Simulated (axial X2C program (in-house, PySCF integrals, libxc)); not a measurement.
## InBr: cheaper levels and CCSD(T), 2c

Computed with an in-house all-electron X2C program for linear molecules (integrals from PySCF). Two-component (2c) means X2C with spin–orbit coupling and atomic mean-field two-electron Coulomb and Gaunt terms. Basis: In dyall-cv3z [11s12p9d4f1g], Br dyall-cv3z [8s9p6d4f1g] (cores contracted in-house); Gaussian nuclei, density fitting, unrestricted open shells. Masses: In 114.904 u, Br 78.918 u.

State: Ω = 0 (closed shell); fragments In + Br.

| level | Re (Å) | ωe (cm⁻¹) | De (eV) |
| --- | --- | --- | --- |
| PBE0 | 2.561 | 218.2 | n/a |
| HF | 2.587 | 213.1 | 2.72 |
| MP2 | 2.578 | 219.6 | 3.87 |
| CCSD | 2.581 | 217.9 | 3.63 |
| BP86 | 2.586 | 209.9 | n/a |

Correlated methods: 10 electrons correlated (number of frozen shells: In 4 s, 3 p, 2 d; Br 3 s, 2 p, 1 d), 274 virtual spin orbitals or spinors in MP2, 90 natural virtuals in coupled cluster.

CCSD(T), same Hamiltonian and basis:

Re = 2.582 Å, ωe = 218.2 cm⁻¹, De = 3.73 eV; T1 = 0.011 (Lee–Taylor normalisation).

Problem. Give the differences from CCSD(T) in the columns below.

Solution. 

```tsv
level	ΔRe (Å)	Δωe (cm⁻¹)	ΔDe (eV)
PBE0	-0.021	0.0	n/a
HF	0.005	-5.1	-1.01
MP2	-0.004	1.4	0.14
CCSD	-0.001	-0.3	-0.10
BP86	0.004	-8.3	n/a
```

The state is one determinant whose occupation by symmetry is held fixed; it was picked as the lowest of a PBE0 search that is not exhaustive. Closed shells are restricted here (equal orbitals for both partners); the stretched side of such a curve lies too high. Dissociation energies refer to the lowest single-determinant-based atoms at the same level and basis. De is not given where an atomic determinant may have missed its ground term or J level, or where the truncated virtual space spoils (T). CCSD and (T) use frozen natural virtuals with an MP2 correction for the truncation; (T) itself is uncorrected, so its De runs slightly low. The functionals have no current-density term, which raises determinants with orbital currents, atoms included. With the outer-core shells frozen, correlated bond lengths of heavy atoms tend to come out a few hundredths of an ångström too long.
